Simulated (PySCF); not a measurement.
C2H8FNSi. Atoms are numbered in the order given.

```xyz
13

C     -0.5704    -0.8003    -1.5654
Si     0.0157     0.0234     0.0000
C     -0.5704    -0.8003     1.5654
N     -0.4819     1.6706     0.0000
F      1.6563    -0.1162     0.0000
H     -1.6705    -0.8090    -1.6183
H     -0.1895    -0.2745    -2.4560
H     -0.2124    -1.8409    -1.6158
H     -0.1895    -0.2745     2.4560
H     -1.6705    -0.8090     1.6183
H     -0.2124    -1.8409     1.6158
H     -0.3810     2.2381     0.8350
H     -0.3810     2.2381    -0.8350
```
Charge 0, spin multiplicity 1.

The structure is a stationary point at ωB97X-D3(BJ)/def2-SVP. This is a generated structure with no PubChem entry under its InChIKey; it may be hypothetical. One conformer was computed; it need not be the lowest.

The numbers are results of ωB97X-D3(BJ)/def2-SVP in PySCF 2.14.0, not measurements.

Frequencies are harmonic and unscaled.

Computed vibrational spectrum:
```
mode  ν (cm⁻¹)  IR (km/mol)  Raman (Å⁴/amu)  depolarisation   moving atoms (share of kinetic energy)
----  --------  -----------  --------------  --------------  ---------------------------------------
1          135          0.0             0.0               –                                   H 99 %
2          147          0.1             0.0               –                                   H 97 %
3          185          5.8             1.1            0.75           H 46 %, C 21 %, F 18 %, N 15 %
4          186          1.8             1.1            0.69                   C 43 %, H 36 %, F 11 %
5          255          2.2             0.5            0.74  H 33 %, Si 20 %, C 18 %, F 16 %, N 13 %
6          279          0.3             0.0               –           H 54 %, F 22 %, C 14 %, Si 9 %
7          299         41.8             2.3            0.72          H 38 %, F 27 %, Si 18 %, N 10 %
8          309         31.5             2.2            0.75          H 56 %, N 17 %, C 11 %, Si 11 %
9          427        176.1             0.4            0.27                           H 56 %, N 36 %
10         648          1.3            15.8            0.04            C 55 %, H 22 %, N 10 %, F 9 %
11         686          1.0             0.5            0.75                           H 83 %, C 15 %
12         725          4.5             2.4            0.75                  H 55 %, C 30 %, Si 12 %
13         778         14.7             1.9            0.75                   H 64 %, C 24 %, Si 9 %
14         786          7.1             1.9            0.68                   H 47 %, F 31 %, C 17 %
15         797          1.8             3.2            0.63                   H 56 %, N 23 %, C 18 %
16         894        172.4             0.6            0.75           H 52 %, Si 28 %, N 10 %, C 9 %
17         896        178.5             0.4            0.70          Si 38 %, H 29 %, F 15 %, C 12 %
18         941        216.9             1.1            0.44           Si 47 %, N 20 %, H 19 %, F 9 %
19        1291         65.3             0.5            0.75                           H 74 %, C 25 %
20        1293         30.3             0.7            0.15                           H 77 %, C 23 %
21        1437          0.0            21.5            0.75                                   H 96 %
22        1439          1.9             4.1            0.75                                   H 96 %
23        1445          3.2            20.9            0.75                                   H 96 %
24        1448         10.7             3.3            0.74                                   H 96 %
25        1558         62.3             5.6            0.67                           H 89 %, N 11 %
26        3069          2.7             3.2            0.75                                   H 97 %
27        3070          0.5           238.0            0.00                                   H 97 %
28        3169          3.2            55.8            0.75                            H 91 %, C 9 %
29        3169          6.7           104.6            0.75                            H 91 %, C 9 %
30        3175          0.1            11.7            0.75                            H 91 %, C 9 %
31        3176          8.8           120.3            0.75                            H 91 %, C 9 %
32        3619         27.5           117.3            0.12                                   H 96 %
33        3713         29.6            74.3            0.75                            H 91 %, N 9 %
```
